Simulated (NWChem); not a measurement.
System: C2H8O2Si; SMILES [SiH3]OCCO

NWChem input:

```
start job
memory heap 200 mb stack 900 mb global 1100 mb
geometry units angstroms noautosym nocenter noautoz
  O     -0.312602    -2.925539    -0.086974
  C      0.490309    -1.757318    -0.009276
  C     -0.360950    -0.488242    -0.023684
  O      0.506687     0.636650     0.048350
  Si    -0.047556     2.203227    -0.012394
  H     -0.783317    -3.021966     0.755240
  H      1.137110    -1.752170     0.880915
  H      1.139479    -1.768773    -0.889515
  H     -0.966147    -0.467182    -0.941256
  H     -1.053759    -0.496143     0.834215
  H     -0.779061     2.473870    -1.283629
  H     -0.971554     2.497580     1.121633
  H      1.148601     3.072875     0.076996
end
basis spherical
  * library 6-31g*
end
dft
  xc b3lyp
  iterations 150
end
cosmo
  do_cosmo_smd true
  solvent water
end
task dft energy
```

All runs use the structure optimised with B3LYP/6-31G* (spherical d). B3LYP is NWChem's, with the RPA form of VWN correlation. Solvent: water.

Level: B3LYP/6-31G* with SMD (1 M gas to 1 M solution), gas-phase geometry. Reactions with the solvent are ignored.

Problem. Give the results of this calculation. (B3LYP/6-31G* (spherical d), SMD on the gas-phase geometry.) Quantities: solvation free energy (kcal/mol); cavity-dispersion-structure term (kcal/mol); dipole in solution (D).

Solution. 
```yaml
solvation free energy (kcal/mol): -5.4
cavity-dispersion-structure term (kcal/mol): 3.3
dipole in solution (D): 2.23
```
